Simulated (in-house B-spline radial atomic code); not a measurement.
The numbers below are computed, except where a source is named.
Building a PAW d channel for Sc, r_c = 2.55 bohr

Sc, [Ar] 3d1 4s2, non-relativistic PBE, spherical and spin-unpolarised, from an all-electron radial atomic-structure program (B-spline basis) (atomic units; all potentials screened as in the neutral atom).

Two all-electron partial waves φ1, φ2 are integrated outwards at E1 = ε(3d) = -0.123802 and E2 = E1 + 2 hartree; φ1 is the bound orbital and φ2 has unit norm inside r_c = 2.5547 bohr. Smooth partners are polynomials, r^3(a0 + a1 r² + a2 r⁴ + a3 r⁶), matched to φ and three derivatives at r_c, with no condition on the norm. The local potential is -3.28989 + (1.13983) r² + (-0.168503) r⁴ + (0.00927593) r⁶ inside 2.1147 bohr and the all-electron one outside.

```
wave     φ(r_c)     φ'(r_c)         a0           a1           a2             a3
   1  0.4331621  -0.1890505  0.2581573  -0.07835437  0.008913659  -0.0003614315
   2   0.572122    -1.41919  0.3507779  -0.07367439  0.004049237  -2.915559e-05
```

Inside r_c the overlaps are <φi φj> = [[0.79288, 0.12665], [0.12665, 1.00000]] and, for the smooth waves, [[0.29953, 0.51645], [0.51645, 0.89528]]. With χj = (Ej − T − V_local) applied to smooth wave j, the program's quadrature gives the matrix B_ij = <smooth i, χj> as [[-0.16942, 0.47845], [-0.30115, 0.81530]].

Question: Check the match of the first wave, and find the augmentation charges q_ij.

Answer: At r_c the four terms are 4.30432, -8.52634, 6.33046, -1.67527, which sum to 0.4332, φ1(r_c) to rounding. q_ij is the all-electron overlap less the smooth one: [[0.49335, -0.38980], [-0.38980, 0.10472]]. The smooth first wave has a norm of 0.2995 inside r_c against 0.7929, and q11 > 0 puts back the missing charge.

Question: B isn't symmetric. Show that D_ij = B_ij + Ej q_ij is.

Answer: Integrating by parts gives B12 − B21 = (E1 − E2) q12: 0.47845 − (-0.30115) = 0.77960, and −2 × (-0.38980) = 0.77960. So D12 = 0.47845 + (1.876198)(-0.38980) = -0.25289 and D21 = -0.30115 + (-0.123802)(-0.38980) = -0.25289; D11 = -0.23050, D22 = 1.01177. The projectors, p = (B⁻¹)ᵀ χ, are dual to the smooth waves; det B = 0.006, small beside B11 B22, as the two smooth waves look alike inside r_c.

Solving (T + V_local + Σ p D p) ψ = E (1 + Σ p q p) ψ in a sphere of 9 bohr, whose wall lifts the free-atom level a little, gives these levels:

| all-electron | one projector | two projectors |
| --- | --- | --- |
| -0.123616 | -0.123616 | -0.123616 |
| 0.104837 | 0.113158 | 0.107310 |
| 0.382623 | 0.426293 | 0.393562 |
| 0.806904 | 0.931068 | 0.825889 |
| 1.359780 | 1.614890 | 1.369250 |

Question: What does the second projector gain?

Answer: With one projector the errors are 0.00, +8.32, +43.67, +124.16, +255.11 millihartree. With two the errors are 0.00, +2.47, +10.94, +18.99, +9.47 millihartree. The scattering is exact at E1 and at E2 = 1.876, and over all levels compared the largest error is 19 millihartree, which is poor. The lowest eigenvalue of the overlap operator is 1 with one and 0.8659 with two projectors. The smooth orbital alone needs a cutoff of 7.07 hartree for 1 millihartree of kinetic energy, against 17.5 for a norm-conserving Troullier-Martins orbital of the same radius; part of the gain comes from giving up the norm, part from the simpler form.
